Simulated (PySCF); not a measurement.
Carbon: a sound run and one with changed settings

Sound run: C⁺ [He] 2s2 2p1, C²⁺ [He] 2s2. Calculation: PySCF 2.14, in def2-TZVP (5s3p2d1f, 31 functions); no relativity, point nucleus. The sound run starts from symmetry-adapted Hartree-Fock orbitals and uses a fine grid where one is needed.

Changed run: radial step 0.3 in ln r (0.13 in the sound run). This setting is unsound on purpose.

```
species  method  sound run (hartree)  changed run (hartree)  converged
     C⁺     UHF            -37.29554              -37.29554        yes
     C⁺    BP86            -37.42094              -37.42095        yes
     C⁺     LDA            -37.03808              -37.03808        yes
    C²⁺     UHF            -36.40730              -36.40730        yes
    C²⁺    BP86            -36.50542              -36.50546        yes
    C²⁺     LDA            -36.12797              -36.12796        yes
```

Ionisation energy of C⁺:

```
method  sound run (eV)  changed run (eV)
   UHF          24.170            24.170
  BP86          24.913            24.912
   LDA          24.766            24.765
```

A coarse radial grid mis-integrates the density and the exchange-correlation energy, with errors of either sign; Hartree-Fock needs no grid.

For comparison, NIST gives 24.383 eV between the lowest levels.
